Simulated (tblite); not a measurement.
Compound: C₇H₆PS (charge -1).
Atom-mapped SMILES: `[CH3:1][C:2]#[C:3][P-:4][c:5]1[cH:6][cH:7][cH:8][s:9]1` (hydrogens: H10, H11, H12 on C1; H13 on C6; H14 on C7; H15 on C8)

Computed geometry: GFN2-xTB, gas phase.

(1) Give the optimised bond lengths and angles.

Results:

(1) 
```tsv
bond	length (bohr)	order
C1–C2	2.748	single
C2≡C3	2.286	triple
C3–P4	3.297	single
P4–C5	3.326	single
C5–C6	2.612	aromatic
C6–C7	2.648	aromatic
C7–C8	2.569	aromatic
C8–S9	3.292	aromatic
C5–S9	3.321	aromatic
C1–H10, C1–H11, C1–H12	2.067	single
C6–H13	2.034	single
C7–H14	2.043	single
C8–H15	2.027	single
```

Bonds in one row agree within 0.02 bohr and their mean is given. Orders are formal, as drawn. A selection of angles:
```tsv
angle	degrees
C2–C1–H10	110.2
C2–C1–H11	110.9
H10–C1–H11	108.4
C1–C2–C3	176.2
C2–C3–P4	172.7
C3–P4–C5	97.1
P4–C5–C6	131.3
P4–C5–S9	119.1
C6–C5–S9	109.5
C5–C6–C7	113.9
C5–C6–H13	121.7
C7–C6–H13	124.4
C6–C7–C8	113.8
C6–C7–H14	123.3
C8–C7–H14	122.9
C7–C8–S9	111.0
C7–C8–H15	129.7
S9–C8–H15	119.2
C5–S9–C8	91.7
```

Torsions: C3–P4–C5–C6 1° (synperiplanar). The mirror-image conformer, all signs reversed, is as good.

The 5-membered ring C5–C6–C7–C8–S9 has internal angles of 91.7° to 113.9° (sum 540°, against 540° for a flat polygon); it is planar, 0.00 Å rms from its mean plane, widest ring torsion 0°. C5 (substituted aromatic carbon) is planar (angles 131.3°, 119.1° and 109.5°, sum 360.0°, 0.00 Å off the plane of its three neighbours). C8 (aromatic CH next to a ring sulfur) is planar (angles 129.7°, 119.2° and 111.0°, sum 360.0°, 0.00 Å off the plane of its three neighbours). C7 (aromatic CH carbon) is planar (angles 123.3°, 122.9° and 113.8°, sum 360.0°, 0.00 Å off the plane of its three neighbours). S9 (thiophene-type sulfur) is bent (angle 91.7°). The 9 heavy atoms lie in one plane (0.009 Å rms). The C–C distances run from 1.209 Å (C2≡C3, drawn triple) to 1.454 Å (C1–C2, drawn single), a spread of 0.245 Å.

Point group: near Cs, missed by 0.36 Å at most; the miss may be what the optimiser left on a soft mode. GFN2-xTB frequencies show an imaginary mode (31i cm⁻¹), so the point is no minimum at that level.
